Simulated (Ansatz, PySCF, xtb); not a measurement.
Diatomic NaS-, closed-shell singlet (lowest of 2S+1 = 1, 3, 5 at CCSD(T)/def2-TZVPP on PBE0 minima; our sources give no spin for the ground state, which may be another).

Constants: fifth-degree fit in 1/R to seven points, most abundant isotopes. Runs in def2 and cc sets follow the lowest solution found near the PBE0 minimum. The singlet is held restricted. HF and MP2 rows in def2 and cc sets belong to the determinant that coupled cluster picked by its CCSD energy.

The values were computed with Ansatz (a first-principles code); PySCF for 3-21G rows, 6-31G* rows; xtb for the GFN methods. Each number belongs to the level named beside it.

```tsv
level	r_e (Å)	ω_e (cm⁻¹)	α_e (cm⁻¹)	ω_e x_e (cm⁻¹)
GFN2-xTB	2.405	308	0.0026	2.5
HF/3-21G	2.418	374	0.0014	2.0
HF/6-31G*	2.398	384	0.0015	2.0
HF/def2-TZVPP	2.394	387	0.0015	2.1
HF/def2-QZVPP	2.407	378	0.0015	1.9
SVWN5/def2-TZVPP	2.368	367	0.0017	1.9
PBE/def2-TZVPP	2.413	349	0.0016	1.9
BP86/6-31G*	2.427	344	0.0016	1.7
r2SCAN/def2-TZVPP	2.404	362	0.0016	1.9
B97M-V/def2-TZVPP	2.388	368	0.0017	2.1
B3LYP/6-31G*	2.407	357	0.0016	1.8
B3LYP/def2-TZVPP	2.400	359	0.0016	2.0
PBE0/def2-TZVPP	2.392	367	0.0016	1.9
BHLYP/def2-TZVPP	2.377	380	0.0016	2.0
CAM-B3LYP/def2-TZVPP	2.366	384	0.0016	1.9
wB97X-V/def2-TZVPP	2.369	393	0.0014	1.8
wB97M-V/def2-TZVPP	2.374	385	0.0015	1.8
B2PLYP/def2-TZVPP	2.406	355	0.0017	1.9
MP2/6-31G*	2.440	357	0.0013	1.4
MP2/def2-TZVPP	2.406	351	0.0018	1.8
MP2/def2-QZVPP	2.414	357	0.0017	2.1
SCS-MP2/def2-TZVPP	2.415	342	0.0019	2.3
SCS-MP2/def2-QZVPP	2.421	350	0.0018	2.5
CCSD/def2-TZVPP	2.397	355	0.0020	3.0
CCSD/def2-QZVPP	2.401	366	0.0018	2.8
CCSD(T)/def2-TZVPP	2.422	332	0.0020	2.5
CCSD(T)/def2-QZVPP	2.421	348	0.0019	2.6
```

Correlated levels freeze the inner cores; with def2 sets outer-core shells near the valence are correlated too. Rows in 3-21G, 6-31G* carry no dispersion term and start afresh at each structure (6-31G* with six Cartesian d functions). MP2/6-31G* freezes PySCF's default core, which is smaller on s-block atoms.

Doubts at one or more of the structures used: a restricted determinant that unrestricted orbitals would lower (HF/def2-TZVPP, HF/def2-QZVPP, B2PLYP/def2-TZVPP, MP2/def2-TZVPP, MP2/def2-QZVPP, SCS-MP2/def2-TZVPP, SCS-MP2/def2-QZVPP, CCSD/def2-TZVPP, CCSD/def2-QZVPP, CCSD(T)/def2-TZVPP, CCSD(T)/def2-QZVPP).
